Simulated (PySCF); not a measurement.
**Orbital picture of AuO**

PBE at R = 1.888 Å; PySCF, scalar-relativistic core potentials, basis sets Au def2-TZVPP with ECP60, O def2-TZVPP. State: ²Π (doublet), unpaired electrons π ↑. Only the outer orbitals are listed, counted within each symmetry, core potentials removing the inner ones.

```tsv
spin	orbital	occ.	ε (eV)	on Au (%)	main shells (%)
α	5σ	1	-10.91	47	48 O p, 43 Au d
α	2π	1	-10.35	51	51 Au d, 48 O p
α	2π	1	-9.53	71	71 Au d, 28 O p
α	1δ	1	-8.23	100	99 Au d
α	1δ	1	-8.22	100	100 Au d
α	3π	1	-7.56	51	49 O p, 49 Au d
α	6σ	1	-7.18	83	44 Au s, 39 Au d, 17 O p
α	3π	1	-6.43	32	68 O p, 28 Au d
α	7σ	0	-4.68	78	53 Au s, 25 O p, 14 Au d
α	4π	0	-0.61	99	98 Au p
α	4π	0	-0.46	98	97 Au p
β	5σ	1	-10.50	51	48 Au d, 42 O p
β	2π	1	-9.37	77	77 Au d, 23 O p
β	2π	1	-9.31	83	82 Au d, 17 O p
β	1δ	1	-8.15	100	100 Au d
β	1δ	1	-8.14	100	100 Au d
β	6σ	1	-7.06	83	51 Au s, 32 Au d, 17 O p
β	3π	1	-6.02	27	73 O p, 23 Au d
β	3π	0	-5.53	23	78 O p, 17 Au d
β	7σ	0	-4.42	73	47 Au s, 30 O p, 15 Au d
β	4π	0	-0.47	98	96 Au p
```

Q: Which are the highest filled and the lowest empty level, where do they sit, and how wide is the gap?

A: Highest filled β 3π at -6.02 eV (in %: 73 O p, 23 Au d); lowest empty β 3π at -5.53 eV (in %: 78 O p, 17 Au d); the gap at PBE is 0.49 eV. Both belong to one degenerate shell, split only by its one-sided filling, so this is no excitation gap.

* bond order (Mayer): 1.46
* ⟨S²⟩: 0.757
* charge on Au (Mulliken, basis-dependent): 0.32
* charge on Au (Löwdin, basis-dependent): 0.24
* dipole moment (positive dipole means Au(−)O(+)): -3.08 D
* polarisability along the bond: 44.4 bohr³
* polarisability across the bond: 29.0 bohr³

Spin–orbit coupling is left out. The state is the lowest single determinant that the PBE0 search found; with open d or f shells the true ground state can be another one.
